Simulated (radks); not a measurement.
The numbers below are computed, except where a source is named.
Q: These are the eigenvalues of the occupied orbitals of an atom or ion with whole-number occupations (hartree). Code: a radial shooting solver on a logarithmic mesh with Libxc functionals. Model: scalar-relativistic Kohn-Sham, SCAN, spin-unpolarised, spherical densities, finite nucleus; meta-GGA in the generalised Kohn-Sham scheme; Fermi nuclear charge, rms radius of each element as measured or else 0.836 A^(1/3) + 0.57 fm.

1s: -808.8403
2s: -117.6630
2p: -105.3615
3s: -21.74498
3p: -17.66245
3d: -11.12872
4s: -3.84670
4p: -2.69883
4d: -1.05633
5p: -0.55249

Which element is it, and in what charge state? The configuration may be excited.

A: Z = 44, ruthenium, charge +2: Ru2+ in [Kr] 4d5 5p1. The list shows which subshells hold electrons but not how many an open one holds; the 1s level, -808.84 hartree, gives Z - s = 40.2 by -(Z - s)^2/2, which with screening and relativity narrows Z to a few neighbours, and the depths of the outer levels then fix element, charge and occupations together.
